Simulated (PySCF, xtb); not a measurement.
C₃H₇ClSi, SMILES [SiH3]C/C=C\Cl.

GFN2-xTB (xtb) at its own geometry gives an orbital gap of 4.32 eV and a dipole moment of 1.85 D.

Geometry optimised at B3LYP-D3(BJ)/def2-SVP. The structure was generated by enumeration; whether it is a known compound was not checked. One conformer was computed; it need not be the lowest.

What does PySCF with PBE/def2-TZVP give? (The exact figures need the calculation; the answer reports its results.)

gap 4.75 eV (levels -5.92 and -1.17 eV), dipole 1.46 D.
